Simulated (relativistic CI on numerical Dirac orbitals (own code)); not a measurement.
# Radial parameters of Ag XXVII

Computed by Dirac-Coulomb-Breit CI, KLI orbitals optimised for each configuration, model QED, unscaled Slater integrals (own radial code, finite nucleus).

Slater integrals F^k, G^k are unscaled and averaged over j, outside the closed core [Ne]; ζ comes from projecting the Hamiltonian with its Breit term on Σ l·s of the shell.

- 3s2 3p6 3d3: F^2(3d,3d) = 336060, F^4(3d,3d) = 216540, ζ(3d) = 25050 cm⁻¹; <r>(3d) = 0.3024, <r^2>(3d) = 0.1064 (bohr units).
- 3s2 3p5 3d4: ζ(3p) = 198460, F^2(3d,3d) = 335230, F^4(3d,3d) = 215980, F^2(3p,3d) = 296050, G^1(3p,3d) = 323280, G^3(3p,3d) = 213680, ζ(3d) = 24681 cm⁻¹; <r>(3p) = 0.3361, <r^2>(3p) = 0.1304, <r>(3d) = 0.303, <r^2>(3d) = 0.1069 (bohr units).
- 3s 3p6 3d4: F^2(3d,3d) = 334900, F^4(3d,3d) = 215760, G^2(3s,3d) = 243600, ζ(3d) = 24885 cm⁻¹; <r>(3s) = 0.3432, <r^2>(3s) = 0.1342, <r>(3d) = 0.3033, <r^2>(3d) = 0.1071 (bohr units).

Task: Give the Racah parameters of the d shell in 3s2 3p6 3d3.

Result: B = F²/49 − 5F⁴/441 = 4403 cm⁻¹ and C = 35F⁴/441 = 17185 cm⁻¹.

Averages of the first 10 configurations, taken without configuration mixing, which lowers the lowest level and can move excited configurations by several eV; other configurations of the list can lie among them:

```csv
Configuration,Parity,States,Average energy above the lowest level (eV)
3s2 3p6 3d3,even,120,20.0
3s2 3p5 3d4,odd,1260,199.4
3s 3p6 3d4,even,420,336.5
3s2 3p6 3d2 4s,even,90,573.0
3s2 3p6 3d2 4p,odd,270,622.0
3s2 3p6 3d2 4d,even,450,690.1
3s2 3p6 3d2 4f,odd,630,750.4
3s2 3p5 3d3 4s,odd,1440,746.9
3s2 3p5 3d3 4p,even,4320,796.0
3s 3p6 3d3 4s,even,480,885.2
```
